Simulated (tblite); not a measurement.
C₆H₉F.
SMILES with atom numbers: `[CH2:1]=[C:2]([F:3])/[C:4]([CH3:5])=[CH:6]/[CH3:7]` (hydrogens: H8, H9 on C1; H10, H11, H12 on C5; H13 on C6; H14, H15, H16 on C7)

Computed with GFN2-xTB (tblite), gas phase: Langevin dynamics at 300 K from the optimised GFN2-xTB geometry, time step 0.5 fs, friction 0.01 fs⁻¹, 2000 steps. The instantaneous temperature is 2·E(kin)/(3Nk) with all 3N coordinates.

```csv
t (fs),T (K),E(pot) above start (eV),C1=C2 (Å),C2–F3 (Å),C2–C4 (Å),C4–C5 (Å),C4=C6 (Å),C1–H8 (Å),C1–C2–C4–C5 (°)
0,244,0.000,1.328,1.360,1.461,1.501,1.338,1.071,0
25,150,0.232,1.330,1.380,1.457,1.534,1.324,1.057,-9
50,183,0.412,1.352,1.334,1.428,1.518,1.356,1.130,1
75,185,0.476,1.359,1.351,1.439,1.510,1.376,1.018,-4
100,262,0.390,1.301,1.385,1.470,1.514,1.314,1.098,-2
125,228,0.409,1.305,1.404,1.449,1.516,1.310,1.110,-8
150,258,0.476,1.379,1.361,1.442,1.485,1.382,1.028,-13
175,224,0.496,1.373,1.360,1.438,1.462,1.342,1.109,-28
200,306,0.517,1.325,1.380,1.492,1.522,1.337,1.103,-18
225,218,0.684,1.312,1.306,1.493,1.498,1.342,1.006,-35
250,246,0.528,1.340,1.328,1.559,1.485,1.349,1.131,-29
275,228,0.436,1.326,1.342,1.506,1.453,1.316,1.060,-39
300,281,0.433,1.346,1.342,1.466,1.487,1.355,1.074,-36
325,367,0.407,1.345,1.351,1.457,1.477,1.350,1.109,-31
350,324,0.579,1.326,1.338,1.521,1.456,1.312,1.030,-37
375,253,0.551,1.329,1.375,1.497,1.468,1.346,1.121,-27
400,242,0.612,1.353,1.365,1.453,1.478,1.355,1.106,-30
425,284,0.502,1.341,1.370,1.473,1.545,1.336,1.040,-25
450,291,0.517,1.307,1.337,1.465,1.485,1.323,1.125,-25
475,319,0.595,1.316,1.397,1.487,1.475,1.367,1.071,-32
500,269,0.555,1.330,1.350,1.468,1.439,1.363,1.067,-19
525,278,0.547,1.367,1.342,1.467,1.484,1.318,1.077,-30
550,301,0.520,1.322,1.382,1.448,1.518,1.330,1.071,-16
575,245,0.437,1.311,1.382,1.499,1.508,1.376,1.054,-15
600,238,0.511,1.334,1.352,1.462,1.494,1.357,1.094,-4
625,350,0.444,1.348,1.348,1.440,1.489,1.306,1.105,-15
650,243,0.432,1.326,1.370,1.487,1.478,1.348,1.044,-13
675,279,0.430,1.282,1.360,1.471,1.498,1.360,1.097,-4
700,260,0.556,1.353,1.379,1.480,1.500,1.349,1.071,-11
725,273,0.421,1.382,1.359,1.440,1.470,1.322,1.044,-7
750,294,0.384,1.310,1.334,1.505,1.527,1.328,1.093,-8
775,231,0.505,1.288,1.345,1.565,1.527,1.323,1.078,-8
800,289,0.442,1.329,1.356,1.470,1.494,1.319,1.063,-14
825,294,0.483,1.392,1.361,1.489,1.505,1.374,1.093,-19
850,230,0.642,1.307,1.380,1.475,1.483,1.336,1.008,-23
875,344,0.613,1.263,1.351,1.508,1.540,1.327,1.109,-29
900,227,0.581,1.334,1.327,1.464,1.538,1.331,1.082,-26
925,274,0.490,1.338,1.423,1.436,1.523,1.351,1.047,-12
950,252,0.616,1.313,1.373,1.433,1.495,1.347,1.139,-2
975,346,0.331,1.329,1.342,1.445,1.469,1.322,1.010,9
1000,192,0.557,1.321,1.427,1.505,1.490,1.311,1.093,6
```

**Question.** From 500 fs on, how do temperature and potential energy compare with equipartition?

**Answer.** The mean temperature of these 21 frames is 272 K against the target 300 K, and the mean potential energy 0.50 eV against 42 × kT/2 = 0.54 eV for 42 classical harmonic modes. For 16 atoms in a canonical ensemble the temperature itself scatters by T·√(2/(3N)) = 61 K; here its standard deviation is 40 K. The whole run lasts only 10 friction times of 100 fs, so these averages carry a wide statistical error.

**Question.** What are the kinetic and total energies of the listed frame with the highest potential energy?

**Answer.** The one at 225 fs, 0.684 eV above the start. Its kinetic energy is 3NkT/2 = 0.451 eV at 218 K, so the sum is 1.14 eV; over the listed frames the sum runs from 0.50 to 1.33 eV, since the thermostat adds and removes energy.

**Question.** How much do the listed bonds fluctuate from 500 fs on?

**Answer.** 
```csv
bond,at the start (Å),mean (Å),standard deviation (Å)
C1=C2,1.328,1.327,0.030
C2–F3,1.360,1.364,0.025
C2–C4,1.461,1.474,0.031
C4–C5,1.501,1.498,0.024
C4=C6,1.338,1.338,0.020
C1–H8,1.071,1.073,0.031
```

The motion is classical and holds no zero-point motion.

What follows is the cost of the whole dynamics run. Time: 16 s; peak memory 0.18 GiB. Hardware: one thread, Arm Neoverse N1 (aarch64), no GPU, shared host.
